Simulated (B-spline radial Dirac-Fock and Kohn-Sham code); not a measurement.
# Xe⁶⁺: scattering cross sections and density moments

System: Xe⁶⁺ in the configuration [Kr] 4d10 5s2, inside a Watson sphere of charge -6 and radius 2.7 Å (a model of the Madelung potential; inside it an electron's potential energy is raised by 32.0 eV).

Level of theory: relativistic Hartree-Fock (Dirac-Fock) wave functions, averaged over the configuration; a radial finite-basis atomic code.

| Item | Value |
| --- | --- |
| Sum of ⟨r⟩ | 24.06 bohr |
| Sum of ⟨r²⟩ | 21.75 bohr² |
| Sum of ⟨1/r⟩ | 332.51 per bohr |
| Langevin diamagnetic susceptibility | -17.2 × 10⁻⁶ cm³/mol |
| Lamb shielding (α²/3)Σ⟨1/r⟩ | 5902 ppm |

Coherent scattering is the Thomson cross section weighted by f₀², without anomalous dispersion; incoherent scattering is Klein-Nishina weighted by S. The Lamb formula is the non-relativistic shielding expression. Electron correlation is left out.

```
hν (keV)  coherent (b)  incoherent (b)  incoherent per electron (b)
       1          1500          0.3918                      0.00816
  8.0478         732.8           7.608                        0.158
 17.4793         335.8           13.90                        0.290
      20         285.3           14.95                        0.311
      30         163.1           17.75                        0.370
      50         75.62           20.18                        0.420
     200         6.803           18.43                        0.384
    1000        0.3048           10.07                        0.210
```

Incoherent scattering overtakes coherent scattering between 50 and 200 keV.

Values without a named source are computed, but for edge energies of neutral atoms, which are taken from tables.
